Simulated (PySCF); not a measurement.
C₃H₃Cl₂F, SMILES F[C@@H]1CC1(Cl)Cl.

The structure is a stationary point at B3LYP-D3(BJ)/def2-SVP. The structure was generated by enumeration; whether it is a known compound was not checked.

These are B3LYP-D3(BJ)/def2-SVP run with PySCF values and carry that method's errors.

Frequencies are harmonic and unscaled.

Computed normal modes with their intensities:
```csv
mode,ν (cm⁻¹),IR (km/mol),Raman (Å⁴/amu),depolarisation,moving atoms (share of kinetic energy)
1,169,2.1,0.7,0.74,"F 46 %, Cl 41 %, C 8 %"
2,211,1.8,1.2,0.72,"F 36 %, Cl 29 %, C 26 %, H 9 %"
3,264,2.4,3.3,0.73,"Cl 68 %, C 22 %"
4,322,0.2,3.4,0.60,"Cl 42 %, C 33 %, F 16 %, H 10 %"
5,449,2.6,2.9,0.67,"H 39 %, C 38 %, F 16 %"
6,471,5.0,7.4,0.17,"C 43 %, Cl 35 %, H 12 %, F 10 %"
7,557,26.3,6.9,0.29,"C 54 %, Cl 28 %, H 10 %"
8,760,50.1,6.1,0.65,"C 50 %, H 36 %, Cl 12 %"
9,815,16.8,6.7,0.31,"H 47 %, C 38 %, F 15 %"
10,937,18.1,4.3,0.73,"C 67 %, H 31 %"
11,988,6.3,3.9,0.32,"C 69 %, H 27 %"
12,1035,20.9,2.6,0.23,"H 54 %, C 44 %"
13,1079,47.3,1.4,0.75,"H 51 %, C 46 %"
14,1108,20.1,1.4,0.73,"H 63 %, C 37 %"
15,1184,44.6,2.2,0.06,"C 58 %, H 24 %, F 18 %"
16,1258,19.7,11.2,0.37,"H 60 %, C 34 %"
17,1383,11.9,7.0,0.56,"H 78 %, C 21 %"
18,1459,45.0,3.0,0.53,"C 57 %, H 42 %"
19,3134,0.2,103.7,0.10,H 95 %
20,3167,4.5,94.4,0.24,"H 92 %, C 8 %"
21,3239,1.2,59.8,0.75,"H 89 %, C 11 %"
```
